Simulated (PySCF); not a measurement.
Correlation energy of V⁺ (vanadium, charge +1)

[Ar] 3d4, high-spin 5D determinant. All numbers are calculated (PySCF 2.14, no relativity, point nucleus, in def2-QZVPPD). Frozen: [Ar]; 4 electrons correlated.

```csv
level,correlation energy (mhartree)
CCSD,-53.80
(T),-0.96
CCSD(T),-54.76
```

Diagnostics: T1 = 0.0097, D1 = 0.0140, largest double amplitude 0.025.

Cost of the coupled-cluster step: roughly 11 core-seconds, for 4 correlated electrons.

Iterations:

```
CC2 = 0
CCSD nocc = (np.int64(4), np.int64(0)), nmo = (84, 84)
frozen orbitals [[0, 1, 2, 3, 4, 5, 6, 7, 8], [0, 1, 2, 3, 4, 5, 6, 7, 8]]
max_cycle = 100
direct = 0
conv_tol = 1e-08
conv_tol_normt = 1e-06
diis_space = 8
diis_start_cycle = 0
Init t2, MP2 energy = -0.0476681877389711
Init E_corr(UCCSD) = -0.0476681877437114
cycle = 1  E_corr(UCCSD) = -0.0525742113234122  dE = -0.00490602358  norm(t1,t2) = 0.0226785
cycle = 2  E_corr(UCCSD) = -0.0534140429028019  dE = -0.000839831579  norm(t1,t2) = 0.00845082
cycle = 3  E_corr(UCCSD) = -0.053809184928949  dE = -0.000395142026  norm(t1,t2) = 0.00418026
cycle = 4  E_corr(UCCSD) = -0.0537779679803556  dE = 3.12169486e-05  norm(t1,t2) = 0.00110984
cycle = 5  E_corr(UCCSD) = -0.0537911615668893  dE = -1.31935865e-05  norm(t1,t2) = 0.000483944
cycle = 6  E_corr(UCCSD) = -0.0537986966863386  dE = -7.53511945e-06  norm(t1,t2) = 0.000134169
cycle = 7  E_corr(UCCSD) = -0.0537975173288958  dE = 1.17935744e-06  norm(t1,t2) = 4.46751e-05
cycle = 8  E_corr(UCCSD) = -0.0537974878347001  dE = 2.94941957e-08  norm(t1,t2) = 2.98599e-05
cycle = 9  E_corr(UCCSD) = -0.0537975214492127  dE = -3.36145127e-08  norm(t1,t2) = 2.60084e-05
cycle = 10  E_corr(UCCSD) = -0.0537975895984066  dE = -6.81491938e-08  norm(t1,t2) = 2.18293e-05
cycle = 11  E_corr(UCCSD) = -0.0537973987952716  dE = 1.90803135e-07  norm(t1,t2) = 1.65545e-05
cycle = 12  E_corr(UCCSD) = -0.0537974967165943  dE = -9.79213228e-08  norm(t1,t2) = 5.32191e-06
cycle = 13  E_corr(UCCSD) = -0.0537975169350089  dE = -2.02184145e-08  norm(t1,t2) = 2.48022e-06
cycle = 14  E_corr(UCCSD) = -0.0537975039124665  dE = 1.30225424e-08  norm(t1,t2) = 7.64361e-07
cycle = 15  E_corr(UCCSD) = -0.0537974964153707  dE = 7.49709573e-09  norm(t1,t2) = 2.17239e-07
UCCSD converged
E(UCCSD) = -942.7287266153265  E_corr = -0.05379749641537074
UCCSD(T) correction = -0.000960355403213571
```
